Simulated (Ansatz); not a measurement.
`[SiH3][CH]1[AlH][SiH2]1` at its PBE0-D4/def2-TZVP geometry, where that method's forces vanish. The species carries charge 0 and has multiplicity 1.

```xyz
11

Si   -0.2867   -1.1016    0.9333
C    -0.0765    0.6631    0.5867
Al    1.3399    0.0177   -0.7227
Si   -0.6391    1.1587   -1.1478
H    -1.5608   -1.8311    0.6945
H     0.3773   -1.6162    2.1552
H     0.5716   -1.6636   -0.2783
H    -0.1045    1.3484    1.4298
H     2.8845   -0.2967   -0.6954
H    -0.5330    2.6297   -1.3349
H    -1.9727    0.6915   -1.6204
```

Task: What forces (eV/Å) does B3LYP-D4/def2-TZVPP give on these atoms in Ansatz? (Best estimate.)

Result: Ansatz gave: 
```
Si1 -0.060 -0.210  0.139
C2  -0.005 -0.022  0.088
Al3  0.215 -0.001 -0.097
Si4 -0.084  0.166 -0.133
H5   0.077  0.047  0.024
H6  -0.053  0.030 -0.080
H7  -0.039  0.060  0.082
H8   0.005 -0.046 -0.060
H9  -0.100  0.029  0.000
H10 -0.026 -0.086  0.007
H11  0.070  0.033  0.029
```

B3LYP here is the variant with VWN-RPA as its local correlation; programs differ in this.
